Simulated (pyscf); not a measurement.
Single points on ωB97X-D3(BJ)/def2-SVP structures (PySCF, gas phase).

SMILES: [SiH2]=[SiH][SiH2][SiH3]
```xyz
12

Si     2.8491    -0.8364     0.3313
Si     1.4875     0.6226     1.0456
Si    -0.7609     0.1068     1.0750
Si    -1.8217     1.3500    -0.5914
H      2.4076    -2.2350     0.1014
H      4.3099    -0.6248     0.1729
H      1.9277     2.0281     1.2467
H     -0.8745    -1.3556     0.7965
H     -1.3670     0.4008     2.4082
H     -1.2558     0.9638    -1.9168
H     -1.5559     2.8006    -0.3573
H     -3.2977     1.1246    -0.6017
```

### Question
What is the homolytic dissociation enthalpy (298 K, ωB97M-D3(BJ)/def2-TZVP) of the Si–Si bond of `[SiH2]=[SiH][SiH2][SiH3]`, to [HSi=SiH₂]• + •H₂Si–SiH₃?

### Answer
Si–Si to [HSi=SiH₂]• + •H₂Si–SiH₃: 273.3 kJ/mol. The 7 functionals that were run give +260.2 (M06-2X) to +309.0 kJ/mol (ωB97X-D3(BJ)/def2-TZVP). The radicals are drawn with the spin at the cut bond; how far it spreads was not checked. H₂Si=SiH–SiH₂–SiH₃ lies 137.1 kJ/mol over its isomer cyclic H₈Si₄ (SMILES [SiH2]1[SiH2][SiH2][SiH2]1) (electronic energy, ωB97M-D3(BJ)/def2-TZVP). Other isomers of [HSi=SiH₂]•, •H₂Si–SiH₃ were not searched in full and may lie lower.
